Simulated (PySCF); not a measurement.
PySCF input (B3PW91/6-31G* (5d)):

```python
from pyscf import gto, dft

mol = gto.M(
    atom='''
    C    -1.79819800    0.60187500   -0.22409100
    C    -0.57937400   -0.32320500   -0.26397500
    B     0.76484300    0.25642600    0.28534500
    O     1.90855400   -0.45054700    0.30766100
    H    -1.62300400    1.50778000   -0.80693600
    H    -2.68610800    0.11094900   -0.62701200
    H    -2.02218000    0.91266400    0.79782200
    H    -0.77921800   -1.24524400    0.29933600
    H    -0.38311900   -0.65471500   -1.29305200
    H     2.66640700    0.01879600    0.67022700
    ''',
    basis='6-31g*',
    charge=0,
    spin=1,
    verbose=4,
)

mf = dft.UKS(mol, xc='b3pw91')
mf.grids.level = 3
mf.conv_tol = 1e-9
mf.max_cycle = 100
mf.max_memory = 1500
mf.kernel()
if not mf.converged:
    mf = mf.newton()
    mf.kernel(mf.make_rdm1())
mo, _, stable, _ = mf.stability(return_status=True)
if not stable:
    mf.kernel(mf.make_rdm1(mo, mf.mo_occ))
    stable = mf.stability(return_status=True)[2]
mf.dip_moment()
```

Output:

```
PySCF version 2.14.0

[INPUT] verbose = 4
[INPUT] num. atoms = 10
[INPUT] num. electrons = 31
[INPUT] charge = 0
[INPUT] spin (= nelec alpha-beta = 2S) = 1
[INPUT] symmetry False subgroup None
[INPUT] Mole.unit = angstrom
[INPUT] Symbol           X                Y                Z      unit          X                Y                Z       unit  Magmom
[INPUT]  1 C     -1.798198000000   0.601875000000  -0.224091000000 AA   -3.398101737741   1.137378911223  -0.423470616980 Bohr   0.0
[INPUT]  2 C     -0.579374000000  -0.323205000000  -0.263975000000 AA   -1.094858183694  -0.610768932090  -0.498840453732 Bohr   0.0
[INPUT]  3 B      0.764843000000   0.256426000000   0.285345000000 AA    1.445343798291   0.484574911218   0.539223901014 Bohr   0.0
[INPUT]  4 O      1.908554000000  -0.450547000000   0.307661000000 AA    3.606644353943  -0.851410436244   0.581395029210 Bohr   0.0
[INPUT]  5 H     -1.623004000000   1.507780000000  -0.806936000000 AA   -3.067033059074   2.849291256097  -1.524888040052 Bohr   0.0
[INPUT]  6 H     -2.686108000000   0.110949000000  -0.627012000000 AA   -5.076008461003   0.209663223794  -1.184880956816 Bohr   0.0
[INPUT]  7 H     -2.022180000000   0.912664000000   0.797822000000 AA   -3.821366374573   1.724685003750   1.507665076153 Bohr   0.0
[INPUT]  8 H     -0.779218000000  -1.245244000000   0.299336000000 AA   -1.472508611331  -2.353170118258   0.565663059223 Bohr   0.0
[INPUT]  9 H     -0.383119000000  -0.654715000000  -1.293052000000 AA   -0.723989983117  -1.237232039645  -2.443514144821 Bohr   0.0
[INPUT] 10 H      2.666407000000   0.018796000000   0.670227000000 AA    5.038778966623   0.035519292237   1.266545471289 Bohr   0.0

nuclear repulsion = 103.95556157497
number of shells = 36
number of NR pGTOs = 132
number of NR cGTOs = 68
basis = 6-31g*
ecp = {}

******** <class 'pyscf.dft.uks.UKS'> ********
method = UKS
initial guess = minao
damping factor = 0
level_shift factor = 0
DIIS = <class 'pyscf.scf.diis.CDIIS'>
diis_start_cycle = 1
diis_space = 8
diis_damp = 0
SCF conv_tol = 1e-09
SCF conv_tol_grad = None
SCF max_cycles = 100
direct_scf = True
direct_scf_tol = 1e-13
number electrons alpha = 16  beta = 15
XC library pyscf.dft.libxc version 7.1.2
    S. Lehtola, C. Steigemann, M. J. T. Oliveira, and M. A. L. Marques,  SoftwareX 7, 1–5 (2018)
XC functionals = b3pw91
    A. D. Becke,  J. Chem. Phys. 98, 5648 (1993)
radial grids:
    Treutler-Ahlrichs [JCP 102, 346 (1995); DOI:10.1063/1.469408] (M4) radial grids

becke partition: Becke, JCP 88, 2547 (1988); DOI:10.1063/1.454033
pruning grids: <function nwchem_prune>
grids dens level: 3
symmetrized grids: False
atomic radii adjust function: <function treutler_atomic_radii_adjust>
small_rho_cutoff = 0
Set gradient conv threshold to 3.16228e-05
tot grids = 115216
init E= -180.006940478584
  alpha nocc = 16  HOMO = -0.151339035537223  LUMO = -0.0576270383488029
  beta  nocc = 15  HOMO = -0.394922497303442  LUMO = -0.151339035537223

WARN: HOMO -0.151339035537223 >= LUMO -0.151339035537223

cycle= 1 E= -179.701198208165  delta_E= 0.306  |g|= 0.485  |ddm|= 2.02
  alpha nocc = 16  HOMO = -0.117866816888323  LUMO = 0.0801844689847084
  beta  nocc = 15  HOMO = -0.220748772177164  LUMO = 0.0144443632207736
  HOMO = -0.117866816888  LUMO = 0.0144443632208  gap/eV = 3.60037
cycle= 2 E= -179.57705403611  delta_E= 0.124  |g|= 0.746  |ddm|= 0.883
  alpha nocc = 16  HOMO = -0.1521456333068  LUMO = 0.044451726360538
  beta  nocc = 15  HOMO = -0.305081898852335  LUMO = -0.00532516903720426
  HOMO = -0.152145633307  LUMO = -0.0053251690372  gap/eV = 3.99519
cycle= 3 E= -179.796426325984  delta_E= -0.219  |g|= 0.0924  |ddm|= 0.549
  alpha nocc = 16  HOMO = -0.166703876555769  LUMO = 0.034746084516593
  beta  nocc = 15  HOMO = -0.325784635700705  LUMO = -0.0149390617322513
  HOMO = -0.166703876556  LUMO = -0.0149390617323  gap/eV = 4.12973
cycle= 4 E= -179.800348727432  delta_E= -0.00392  |g|= 0.0234  |ddm|=  0.1
  alpha nocc = 16  HOMO = -0.168078995021557  LUMO = 0.0359562495266346
  beta  nocc = 15  HOMO = -0.322432942070675  LUMO = -0.0121214843806827
  HOMO = -0.168078995022  LUMO = -0.0121214843807  gap/eV = 4.24382
cycle= 5 E= -179.800634308707  delta_E= -0.000286  |g|= 0.00588  |ddm|= 0.0321
  alpha nocc = 16  HOMO = -0.16703803242841  LUMO = 0.0376231835711436
  beta  nocc = 15  HOMO = -0.321987666376642  LUMO = -0.00997931106765559
  HOMO = -0.167038032428  LUMO = -0.00997931106766  gap/eV = 4.27379
cycle= 6 E= -179.800656407408  delta_E= -2.21e-05  |g|= 0.00137  |ddm|= 0.00741
  alpha nocc = 16  HOMO = -0.167463416526676  LUMO = 0.0374982927532153
  beta  nocc = 15  HOMO = -0.321899121265019  LUMO = -0.00987395580022099
  HOMO = -0.167463416527  LUMO = -0.00987395580022  gap/eV = 4.28823
cycle= 7 E= -179.800658312989  delta_E= -1.91e-06  |g|= 0.000375  |ddm|= 0.00358
  alpha nocc = 16  HOMO = -0.167463679711932  LUMO = 0.0375876926495384
  beta  nocc = 15  HOMO = -0.321906856571875  LUMO = -0.00974860324516991
  HOMO = -0.167463679712  LUMO = -0.00974860324517  gap/eV = 4.29165
cycle= 8 E= -179.800658485646  delta_E= -1.73e-07  |g|= 0.000173  |ddm|= 0.000836
  alpha nocc = 16  HOMO = -0.167468305950135  LUMO = 0.0376182119660502
  beta  nocc = 15  HOMO = -0.321898929081025  LUMO = -0.00973333085183148
  HOMO = -0.16746830595  LUMO = -0.00973333085183  gap/eV = 4.29219
cycle= 9 E= -179.800658506812  delta_E= -2.12e-08  |g|= 7.77e-05  |ddm|= 0.000285
  alpha nocc = 16  HOMO = -0.167477008461176  LUMO = 0.037616646102395
  beta  nocc = 15  HOMO = -0.321899232710903  LUMO = -0.00974299327724992
  HOMO = -0.167477008461  LUMO = -0.00974299327725  gap/eV = 4.29216
cycle= 10 E= -179.800658510748  delta_E= -3.94e-09  |g|= 2.06e-05  |ddm|= 9.5e-05
  alpha nocc = 16  HOMO = -0.167472268618899  LUMO = 0.0376193521947137
  beta  nocc = 15  HOMO = -0.321897475077996  LUMO = -0.00974155610055139
  HOMO = -0.167472268619  LUMO = -0.00974155610055  gap/eV = 4.29207
cycle= 11 E= -179.800658511116  delta_E= -3.67e-10  |g|= 4.79e-06  |ddm|= 4.05e-05
  alpha nocc = 16  HOMO = -0.167473059369128  LUMO = 0.0376190223434225
  beta  nocc = 15  HOMO = -0.321898388850693  LUMO = -0.00974244102566768
  HOMO = -0.167473059369  LUMO = -0.00974244102567  gap/eV = 4.29207
Extra cycle  E= -179.800658511136  delta_E= -2.02e-11  |g|= 3.28e-06  |ddm|= 8.53e-06
converged SCF energy = -179.800658511136  <S^2> = 0.75180122  2S+1 = 2.0018004
uhf_internal: lowest eigs of H = [0.20731273 0.3891783  0.47897865]
<class 'pyscf.dft.uks.UKS'> wavefunction is stable in the internal stability analysis
Dipole moment(X, Y, Z, Debye):  0.93706,  0.19842,  0.30667
```

The geometry given is a B3LYP-D3(BJ)/def2-TZVP minimum.
